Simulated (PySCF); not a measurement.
Al(Cl)2(SeH) (AlCl2HSe), SMILES [Cl][Al]([Cl])[SeH].

Coordinates come from a B3LYP-D3(BJ)/def2-SVP optimisation. The structure was generated by enumeration; whether it is a known compound was not checked. Other conformers were not sampled.

Calculation: PBE/def2-TZVP in PySCF.

Isolated molecule, no solvent.

```yaml
total_energy: -3564.33647 hartree
point_group: Cs
highest_occupied_level: -6.69 eV
lowest_empty_level: -2.03 eV
orbital_gap: 4.65 eV
dipole_moment: 1.13 D
quadrupole, principal values (traceless, Buckingham form, about the centre of nuclear charge): -3.64, 1.15, 2.49 D·Å
mean_static_polarisability: 76.5 bohr³ (11.34 Å³)
polarisability_principal_values: 56.8, 80.0, 92.8 bohr³
```
